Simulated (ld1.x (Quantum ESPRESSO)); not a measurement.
**Building the ultrasoft potential for S (PBE, non-relativistic).**

* Element: S (Z = 16)
* Generator: ld1.x (Quantum ESPRESSO) 7.5
* Type: ultrasoft
* Functional: PBE
* Relativity: non-relativistic
* Frozen core: [Ne]
* Valence charge: 6
* Reference configuration: 3s2 3p4
* Partial waves: 3s (bound): rcut 1.15, rcutus 1.40 bohr; 3s channel at 1.6 Ry: rcut 1.15, rcutus 1.40 bohr; 3p (bound): rcut 1.40, rcutus 1.75 bohr; 3p channel at -0.15 Ry: rcut 1.40, rcutus 1.75 bohr
* Local potential: all-electron potential smoothed inside 1.35 bohr (lloc = -2)
* Core correction: a·sin(br)/r model core inside 0.70 bohr
* Augmentation charge: PSQ, inside the norm-conserving radii

All-electron outer shells of the reference configuration (PBE, non-relativistic, ld1.x):

```
shell  level (eV)  outermost node (bohr)  outermost maximum (bohr)
   2p     -156.49                      –                      0.33
   3s      -17.14                   0.60                      1.42
   3p       -7.02                   0.58                      1.61
```

Q: Estimate the cutoffs (Ry, on a coarse ladder) from which the occupation-weighted sum of valence levels, in a spherical-Bessel basis at the reference potential, stays within 10 and 1 mRy of its value at 400 Ry.

A: 21 Ry and 35 Ry.

Q: Does the potential have ghost states?

A: No extra level below or beside the all-electron valence levels (s, p, d, f tested).

Q: Is the overlap operator S = 1 + Σ q|β⟩⟨β| positive definite (Bessel basis up to 400 Ry)?

A: Yes: its lowest eigenvalue is 0.48 (s channel).

Q: Tests: 3s2 3p3; 3s2 3p2; 3s2 3p1; 3s1 3p5; 3s2 3p4.3; 3s2 3p0; 3s2 3p3.5. Which has the largest error in its energy relative to the reference configuration, and how large is it?

A: 3s2 3p0, with +86 meV (all-electron minus pseudo) on +114.93 eV.
